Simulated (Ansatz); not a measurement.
Reaction (ligand exchange at the Al–C bond): `[CH3][AlH][BH]S` + `C[SeH]` → `C[Se][AlH][BH]S` + CH₄

Calculated with Ansatz (gas phase, PBE0-D4/def2-TZVP geometries, no zero-point term in ΔE). CCSD(T)/CBS adds triple-zeta CCSD(T) − MP2 to the extrapolated MP2 energy (def2 sets, frozen cores). This one scheme is used for every species. DFT in def2-TZVPP. B3LYP here is the variant with VWN-RPA as its local correlation; programs differ in this. For Se outer-core shells are correlated without core-valence functions, which leaves a few kJ/mol of doubt a bond. Scalar relativity is left out up to krypton. One conformer a species, not always the lowest.

```json
{"species": "`[CH3][AlH][BH]S`", "B3LYP-D4 energy (Eh)": "-707.29489"}
{"species": "`C[SeH]`", "B3LYP-D4 energy (Eh)": "-2442.12271"}
{"species": "`C[Se][AlH][BH]S`", "B3LYP-D4 energy (Eh)": "-3108.92958"}
{"species": "CH₄", "B3LYP-D4 energy (Eh)": "-40.54051"}
```

**Question.** Work out ΔE.

**Answer.** ΔE = (-3108.92958) + (-40.54051) − (-707.29489) − (-2442.12271) = -0.05249 Eh = -137.8 kJ/mol. CCSD(T)/CBS gives -139.9 kJ/mol.

Largest T1 diagnostic among the species: 0.014.

The D4 term adds −8.8 kJ/mol with B3LYP and −5.2 kJ/mol with PBE0; it sums over pairs of atoms, weighted by their polarisabilities, and B3LYP, whose exchange is more repulsive, gets the larger term. In def2-TZVPP, CCSD(T) changes the Hartree–Fock value by −5.1 kJ/mol (the triples alone add −2.9 kJ/mol) and MP2 by −10.9 kJ/mol.
